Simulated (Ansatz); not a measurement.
System: H2GeO, charge 0, singlet. H2GeO (SMILES [OH][GeH]).
B3LYP-D3(BJ)/def2-TZVP minimum from Ansatz (a first-principles code):
```xyz
4

Ge    -0.2357    -0.1982     0.2492
H     -1.4067    -0.0497    -0.8648
O      1.0260     0.6744    -0.6940
H      0.7418     0.9956    -1.5564
```

Total energies in cc-pVQZ, 12 correlated electrons, 15 frozen orbitals. Open shells are spin-unrestricted; no spin-orbit coupling. Correlated methods leave the cores frozen (noble-gas shells, and filled d and f shells in the p block). No relativity.

```json
[
 {"method": "HF", "program": "Ansatz", "energy (Eh)": "-2151.46845", "minus CCSDT(Q) (mEh)": "402.17"},
 {"method": "MP2", "program": "Ansatz", "energy (Eh)": "-2151.84175", "minus CCSDT(Q) (mEh)": "28.87"},
 {"method": "CCSD", "program": "Ansatz", "energy (Eh)": "-2151.85410", "minus CCSDT(Q) (mEh)": "16.51"},
 {"method": "CCSD(T)", "program": "Ansatz", "energy (Eh)": "-2151.86936", "minus CCSDT(Q) (mEh)": "1.25"},
 {"method": "CCSDT(Q)", "program": "Ansatz", "energy (Eh)": "-2151.87061", "minus CCSDT(Q) (mEh)": "0.00"}
]
```

Rough core times of Ansatz's runs on a shared machine: CCSD(T) 30 s, CCSDT(Q) 70 min.
